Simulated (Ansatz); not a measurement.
A nudged elastic band was laid between two geometries of C$_{3}$H$_{11}$NSi$_{2}$ (17 atoms, charge 0, multiplicity 1).

These are results of RKS PBE-D4/STO-3G in Ansatz, not measurements.

```yaml
movable_images: 7
climbing_image: yes
spring: 5.0 eV/Å²
optimiser: quadratic models (default)
start_path: IDPP
force_threshold: 0.05 eV/Å
iteration_limit: 10
end_points: relaxed
```

First end point:

```xyz
17
Properties=species:S:1:pos:R:3
N -0.307 -2.642 0.707
C 0.374 -1.293 0.833
C 0.780 -0.474 -0.482
C 0.407 0.991 0.005
Si -0.355 2.129 -1.281
Si -0.627 0.225 1.399
H -1.044 -2.492 -0.057
H 0.405 -3.246 0.178
H 1.275 -1.442 1.465
H 0.128 -0.791 -1.324
H 1.834 -0.601 -0.805
H 1.311 1.464 0.431
H -0.780 3.378 -0.666
H -1.518 1.489 -1.878
H 0.594 2.438 -2.342
H -2.051 0.136 1.100
H -0.446 0.729 2.757
```

Last end point:

```xyz
17
Properties=species:S:1:pos:R:3
N 0.256 -2.731 0.257
C 0.532 -1.310 0.711
C 0.945 -0.193 -0.359
C 0.133 1.037 0.230
Si -0.642 2.203 -1.023
Si -0.909 -0.184 1.241
H -0.343 -2.611 -0.624
H 1.183 -3.052 -0.177
H 1.311 -1.367 1.500
H 0.555 -0.483 -1.358
H 2.037 -0.023 -0.461
H 0.795 1.607 0.908
H 0.378 2.907 -1.788
H -1.475 3.190 -0.350
H -1.473 1.449 -1.949
H -2.184 -0.528 0.623
H -1.116 0.087 2.661
```

(1) Which bonds break or form, and what moves?

(2) What energy profile does the band end with?

(3) What is the geometry of the highest image?

The band took 4 iterations and about 2.1 core-minutes.

Answers

(1) No bond is made or broken. The dihedral Si6–C4–Si5–H13 goes from 67 to -172°. The two ends are copies of one structure, up to a mirror image or an exchange of like atoms.

(2) The run converged. The highest image is number 4 of 0 to 8, 0.060 eV above the ends, which have the same energy within 2 meV. Another band between the same ends (7 images) ends at a top of the same energy, where a vibrational analysis finds 1 clearly imaginary mode. Limits of this set-up: minimal basis.

```
image  path coordinate (Å)  energy (eV)  dihedral Si6–C4–Si5–H13 (°)
    0                 0.00        0.000                           67
    1                 0.58        0.008                           82
    2                 1.16        0.029                           97
    3                 1.74        0.050                          112
    4                 2.32        0.060                          127
    5                 2.90        0.052                          142
    6                 3.47        0.031                          157
    7                 4.05        0.009                          172
    8                 4.62        0.000                         -172
```

(3) 
```xyz
17
Properties=species:S:1:pos:R:3
N 0.172 -2.731 0.396
C 0.505 -1.298 0.765
C 0.923 -0.254 -0.375
C 0.168 1.033 0.167
Si -0.589 2.193 -1.114
Si -0.886 -0.099 1.268
H -0.446 -2.639 -0.475
H 1.077 -3.106 -0.042
H 1.304 -1.338 1.536
H 0.498 -0.584 -1.348
H 2.017 -0.126 -0.513
H 0.871 1.601 0.804
H -0.116 3.557 -0.927
H -2.042 2.205 -1.012
H -0.242 1.765 -2.462
H -2.185 -0.435 0.698
H -1.047 0.255 2.674
```

The run took 2.1 min on 1 thread of Arm Neoverse V2, with other jobs on the host, peak memory 0.11 GiB.
